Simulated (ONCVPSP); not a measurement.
## Transferability test, ONCV potential for scandium

scandium (Sc), optimised norm-conserving Vanderbilt (ONCV), made with ONCVPSP 4.0.1 (LDA (Perdew-Wang 92), scalar-relativistic). Core [Ne], reference 3s2 3p6 3d1 4s1.5 4p0.5. Waves: 3s+4s: rc 2.05 bohr, ncon 3, nbas 6, qcut 7 1/bohr, 2 projectors; 3p+4p: rc 1.60 bohr, ncon 4, nbas 8, qcut 9.2 1/bohr, 2 projectors; 3d: rc 1.75 bohr, ncon 4, nbas 8, qcut 7.7 1/bohr, 2 projectors, debl 1.8 Ha. Local part: polynomial inside 1.35 bohr (lpopt 5, dvloc0 0 Ha). Core correction: none.

Energies are relative to the spin-unpolarised reference configuration 3s2 3p6 3d1 4s1.5 4p0.5; without spin polarisation the order of configurations can differ from experiment.

Task: Give the all-electron excitation energy and the error of the potential for: 3s2 3p6 3d1 4s2 4p0; 3s2 3p6 3d1 4s1 4p0; 3s2 3p6 3d1 4s0 4p0; 3s2 3p6 3d1 4s1.5 4p0.

Result:

```
valence configuration  charge  ΔE all-electron (eV)  error AE − PS (meV)
  3s2 3p6 3d1 4s2 4p0       0                -1.402                 +0.1
  3s2 3p6 3d1 4s1 4p0      +1                 5.659                 -0.3
  3s2 3p6 3d1 4s0 4p0      +2                18.614                 -1.8
3s2 3p6 3d1 4s1.5 4p0    +0.5                 1.420                 -0.1
```

Levels in the configuration 3s2 3p6 3d1 4s0 4p0:

```csv
level,all-electron (eV),pseudo (eV)
3s,-70.163,-70.204
3p,-48.971,-48.992
3d,-18.129,-18.139
```
